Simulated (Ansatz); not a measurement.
AgTe2. Total charge 0; doublet. Geometry PBE0-D4/def2-TZVP; atoms count from 1.

```xyz
3

Ag   -0.0004   -0.0031    0.0002
Te    0.2341    2.5589   -0.2043
Te   -0.2337   -2.5558    0.2041
```

In the def2 sets Ag, Te take a core potential; there is no spin–orbit coupling. The charge 0 doublet is spin-contaminated (final ⟨S²⟩ up to 1.73, 0.75 for a pure state). No other spin state of charge 0 was run. The geometry of the doublet was relaxed on an unsound state (⟨S²⟩ 1.73, where a pure state has 0.75). Another isomer (doublet) lies 1.15 eV lower at PBE0-D4/def2-TZVP; other spin states weren't run for this one.

Problem. Estimate the Mulliken populations from the PBE0/def2-TZVP orbitals of Ansatz.

Solution. 
| atom | charge (e) | spin (α − β) | d electrons |
| --- | --- | --- | --- |
| Ag1 | 0.08 | 0.00 | 9.80 |
| Te2 | 0.03 | 1.62 | – |
| Te3 | -0.10 | -0.62 | – |
Mulliken values and Mayer orders depend strongly on the basis.

Problem. Where does the spin sit?

Solution. Summed by element: Ag 0.00, Te 1.00, of 1 unpaired in all. Largest on single atoms: Te2 1.62, Te3 -0.62, Ag1 0.00.

Problem. And the Mayer bond orders between bonded heavy atoms (over 0.3)?

Solution. Ag1–Te2 0.87 (2.58 Å); Ag1–Te3 0.96 (2.57 Å). Values over 0.3 also appear between atoms too far apart for a bond (Te2–Te3 0.46 at 5.15 Å); they arise where an orbital or an unpaired electron spreads over both atoms.
